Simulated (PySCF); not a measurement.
A small calculation by hand: chemical shift, span and skew from a shielding tensor

H10PSi3, SMILES [SiH3][PH+]([SiH3])[SiH3], charge +1. Atoms are numbered in the order given.

```xyz
14

Si    -1.9197     1.1083    -0.1617
P      0.0000     0.0000     0.4905
Si     1.9197     1.1083    -0.1617
Si     0.0000    -2.2166    -0.1617
H     -1.7846     2.4817     0.4128
H     -1.8496     1.0679    -1.6548
H     -3.0415     0.3047     0.4128
H      0.0000     0.0000     1.9198
H      1.7846     2.4817     0.4128
H      1.8496     1.0679    -1.6548
H      3.0415     0.3047     0.4128
H      1.2569    -2.7864     0.4128
H     -1.2569    -2.7864     0.4128
H      0.0000    -2.1357    -1.6548
```
Charge +1, spin multiplicity 1.

The structure is a stationary point at PBE-D3(BJ)/def2-SVP. The isomer is the one that the SMILES or the coordinates give; other isomers of the formula were not compared.

GIAO shieldings from PySCF with HF/pcSseg-1, non-relativistic, no solvent. The symmetric part of the tensor of P2 has the principal values 551.9, 551.9, 624.5 ppm. The same nucleus in PH3 has σ = 598.4 ppm at this level (PySCF, at its B3LYP-D3(BJ)/def2-TZVP geometry).

Task: Work out the isotropic shielding, the ³¹P shift against PH3, the span and the skew.

Result: 
σ(iso) = (σ11 + σ22 + σ33)/3 = 576.1 ppm. δ = σ(ref) − σ(iso) = 598.4 − (576.1) = 22.3 ppm.
Span Ω = σ33 − σ11 = 72.6 ppm. Skew κ = 3(σ(iso) − σ22)/Ω = 1.00, an axial tensor. Tumbling in solution averages the tensor to δ; in a static solid the shielding alone would spread this spin-1/2 line over Ω.
